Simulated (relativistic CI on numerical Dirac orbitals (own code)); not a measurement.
**What each ingredient does to the levels of Sc XV**

Base calculation: Dirac-Coulomb-Breit CI, separate exchange-only KLI orbitals for each configuration, QED by a radiative potential, unscaled Slater integrals.

Configuration list (outside the closed core 1s2): 2s²2p³, 2s2p⁴, 2p⁵, 2p⁴3s, 2p⁴3p, 2s²2p²3s, 2p⁴3d, 2s²2p²3p, 2s²2p²3d, 2s2p³3s, 2s2p³3p, 2s2p³3d, 2s²2p²4s, 2s²2p²4p, 2s²2p²4d, 2s²2p²4f. Levels of other configurations are missing.

Variants: (1) P86 correlation estimate; (2) QED terms removed; (3) non-relativistic limit. Shifts of the energy above 2s²2p³ ⁴S°3/2, in eV, for the lowest level and the first level of each name with at least 55 % of one term (blank where a level changes its place among those of its configuration and J or its character, or is not in the variant):

| Level | Base | Δ(1) | Δ(2) | Δ(3) |
| --- | --- | --- | --- | --- |
| 2s²2p³ ⁴S°3/2 | 0.000 | 0.000 | 0.000 | 0.000 |
| 2s²2p³ ²D°3/2 | 14.273 | +0.001 | +0.004 | +0.934 |
| 2s²2p³ ²D°5/2 | 15.630 | 0.000 | -0.003 | -0.423 |
| 2s²2p³ ²P°1/2 | 23.231 | +0.009 | +0.004 | -0.833 |
| 2s²2p³ ²P°3/2 | 25.173 | +0.008 | -0.006 | -2.775 |
| 2s2p⁴ ⁴P5/2 | 68.603 | +0.309 | +0.199 | -3.130 |
| 2s2p⁴ ⁴P3/2 | 71.725 | +0.309 | +0.191 | -6.252 |
| 2s2p⁴ ⁴P1/2 | 73.115 | +0.309 | +0.188 | -7.642 |
| 2s2p⁴ ²D3/2 | 95.610 | +0.309 | +0.195 | -5.061 |
| 2s2p⁴ ²D5/2 | 95.928 | +0.309 | +0.193 | -5.379 |
| 2s2p⁴ ²S1/2 | 110.748 | +0.309 | +0.197 | -4.783 |
| 2s2p⁴ ²P3/2 | 115.604 | +0.310 | +0.198 | -4.548 |
| 2s2p⁴ ²P1/2 | 119.858 | +0.310 | +0.186 | -8.802 |
| 2p⁵ ²P°3/2 | 181.565 | +0.542 | +0.387 | -8.182 |
| 2p⁵ ²P°1/2 | 186.570 | +0.542 | +0.375 | -13.186 |
| 2s²2p²3s ⁴P1/2 | 526.965 | +1.049 | -0.048 | +3.532 |
| 2s²2p²3s ⁴P3/2 | 529.426 | +1.049 | -0.056 | +1.071 |
| 2s²2p²3s ⁴P5/2 | 531.939 | +1.049 | -0.062 | -1.442 |
| 2s²2p²3s ²P1/2 | 532.983 | +1.047 | -0.055 | +2.047 |
| 2s²2p²3s ²P3/2 | 535.859 | +1.047 | -0.060 | -0.829 |
| 2s²2p²3s ²D5/2 | 543.235 | +1.048 | -0.063 | -0.895 |
| 2s²2p²3s ²D3/2 | 543.567 | +1.048 | -0.065 | -1.227 |

At this charge energies of transitions that change n are usually good to better than 1 %, and those within a shell (Δn = 0) to a few per cent.

Ionisation energy from the two ground configurations alone: base 926.265 eV; P86 correlation estimate 927.656 eV. The NIST ASD value (semi-empirical) is 926.5 eV.

LS names give the leading component of a level, which can be under half, so a name can repeat, a term be missing and a line seem to break the LS rules.
